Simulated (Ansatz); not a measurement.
Two isomers of CH7BGeO: A = `[BH2][GeH2][O]C`, B = `[BH2][GeH]([CH3])[OH]`.

Computed with Ansatz on PBE0-D4/def2-TZVP structures; ΔE is electronic, products minus reactants. CCSD(T)/CBS is the MP2 limit (def2-TZVPP, def2-QZVPP) plus CCSD(T) − MP2 in def2-TZVPP, frozen cores. Functionals use def2-TZVPP. B3LYP here is the variant with VWN-RPA as its local correlation; programs differ in this. For Ge outer-core shells are correlated without core-valence functions, which leaves a few kJ/mol of doubt a bond. Scalar relativity is left out up to krypton. Each species was taken in one conformer, which may not be the lowest.

(1) Which is lower in electronic energy at CCSD(T)/CBS, and by how much? (An estimate is asked.)

(2) Give E(B) − E(A) in kJ/mol with PBE0-D4, CCSD(T)/def2-TZVPP, PBE-D4, B3LYP, B2PLYP, HF/def2-TZVPP, CCSD/def2-TZVPP. (An estimate is asked.)

Largest T1 diagnostic: 0.012.

## Answers

(1) Ansatz gave: B, by 89.9 kJ/mol.

(2) Ansatz gave: PBE0-D4 -84.8, CCSD(T)/def2-TZVPP -87.8, PBE-D4 -82.7, B3LYP -78.9, B2PLYP -84.1, HF/def2-TZVPP -74.1, CCSD/def2-TZVPP -86.9. None reverses the order clearly.

In def2-TZVPP, CCSD(T) changes the Hartree–Fock value by −13.7 kJ/mol (the triples alone add −0.9 kJ/mol) and MP2 by −21.1 kJ/mol.
